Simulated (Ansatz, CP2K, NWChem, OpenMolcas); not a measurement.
A ladder of methods for CsF (SMILES [F][Cs])

CsF: 2 atoms, total charge 0, spin state singlet. SMILES: `[F][Cs]`. Geometry: the measured bond length.

```xyz
2

F     4.0000    4.0000    3.9773
Cs    4.0000    4.0000    6.3227
```

Each level gives the HOMO–LUMO gap (eV). The values are calculated.

| level | kind | program | value (eV) | CPU time |
| --- | --- | --- | --- | --- |
| GFN2-xTB | semi-empirical | CP2K | 1.21 | under 2 s |
| PM6 | semi-empirical | CP2K | 10.55 | under 2 s |
| HF/def2-TZVPP (core potential) | Hartree–Fock | NWChem | 11.04 | 5.4 s |
| SVWN5/def2-TZVPP (core potential) | LDA | Ansatz | 3.83 | 1.5 s |
| BLYP/def2-TZVPP (core potential) | GGA | OpenMolcas | 3.44 | 9.8 s |
| M06-L/def2-TZVPP (core potential) | meta-GGA | OpenMolcas | 4.08 | 12 s |
| B3LYP/def2-TZVPP (core potential) | global hybrid | OpenMolcas | 5.16 | 9.8 s |
| CAM-B3LYP/def2-TZVPP (core potential) | range-separated hybrid | Ansatz | 7.45 | 3 s |
| PBE-QIDH/def2-TZVPP (core potential) | double hybrid | Ansatz | 9.11 | 3.3 s |

The values span 1.21 to 11.04 eV. Orbital gaps aren't excitation energies, and those of double hybrids come from the SCF part alone; they tend to grow with the share of exact exchange. Times are those of the runs behind each value, whatever else they computed, on shared processors of several kinds: orders of magnitude only.
